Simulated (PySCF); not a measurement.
C4HFN4S.
SMILES: `n1c2ncc(F)nc2ns1`

Theory: PBE0-D3(BJ)/def2-SVP geometry optimisation, gas phase in PySCF.

Take the most abundant isotopes and a rigid rotor. 

Give the principal moments of inertia and the rotational constants in GHz.

Ia = 145.54, Ib = 585.78, Ic = 731.32 u·Å²; 505379 MHz·u·Å²/I gives 3472, 862.7 and 691.0 MHz, that is A = 3.4724, B = 0.8627, C = 0.6910 GHz.

What kind of rotor is it?

An asymmetric top; Ray's κ = -0.877.

Is it planar, by Δ = Ic − Ia − Ib?

Planar: Δ = Ic − Ia − Ib = 0.00 u·Å². For a rigid frame Δ = −2 Σ m c², so it vanishes when all atoms lie in the ab plane; here none is more than 0.01 Å from it.

Give the coordinates in the principal-axis frame, origin at the centre of mass.

The sense of each axis is arbitrary; atoms in the order of the calculation.
```
atom  mass (u)   a (Å)   b (Å)   c (Å)
  F1    18.998  -3.234   0.630   0.001
  C2    12.000  -1.978   0.235   0.001
  C3    12.000  -1.761  -1.193  -0.001
  N4    14.003  -0.570  -1.711   0.000
  C5    12.000   0.444  -0.811   0.000
  N6    14.003   1.734  -1.129   0.001
  S7    31.972   2.543   0.279   0.000
  N8    14.003   1.312   1.343  -0.001
  C9    12.000   0.202   0.617   0.000
 N10    14.003  -1.054   1.126   0.000
 H11     1.008  -2.634  -1.856  -0.004
```

Predict some low-J microwave lines.

The dipole components are |μa| = 0.13 D, |μb| = 0.78 D, |μc| = 0.00 D; the mirror of this Cs structure is the ab plane, so μc vanishes by symmetry and there are no c-type lines. The squared components, which scale the intensities, stand as 0.03 : 1.00 (a : b). Some lines, for components of 0.1 D or more:

```tsv
type	branch	J(Ka,Kc)	MHz	lower level (cm⁻¹)
a	Q	3(1,2) ← 3(1,3)	1030	0.384
a	R	1(0,1) ← 0(0,0)	1554	0.000
a	R	2(1,2) ← 1(1,1)	2936	0.139
b	R	4(0,4) ← 3(1,3)	3918	0.384
b	R	1(1,1) ← 0(0,0)	4163	0.000
a	R	3(1,2) ← 2(1,1)	4914	0.254
a	R	4(3,2) ← 3(3,1)	6231	1.120
a	R	4(3,1) ← 3(3,0)	6232	1.120
b	Q	5(2,3) ← 5(1,4)	7115	0.908
b	Q	4(2,2) ← 4(1,3)	7366	0.636
a	R	5(4,1) ← 4(4,0)	7787	1.957
b	R	5(1,5) ← 4(0,4)	9244	0.514
b	R	3(2,2) ← 2(1,1)	12490	0.254
b	Q	5(3,3) ← 5(2,4)	13549	1.136
b	Q	4(4,1) ← 4(3,2)	18855	1.328
b	Q	5(5,1) ← 5(4,2)	24243	2.217
```

Estimate the classical rotational partition function at 10 K, 50 K and 298.15 K.

Point group Cs, symmetry number σ = 1; q = (√π/σ)·√((kT/h)³/(ABC)), k/h = 20836.6 MHz/K: 3710 at 10 K, 41400 at 50 K, 603000 at 298.15 K.

Whether it is a minimum is left open (no frequencies). No vibrational averaging or centrifugal distortion is included, and the geometry carries the error of its method. Quadrupole hyperfine structure (14N) is left out.

The run took 1.7 min of wall time on an Arm Neoverse V2 with one thread, shared host with 192 logical CPUs at a one-minute load of 182, and the process peaked at 0.73 GiB of memory. These figures are those of the optimisation.
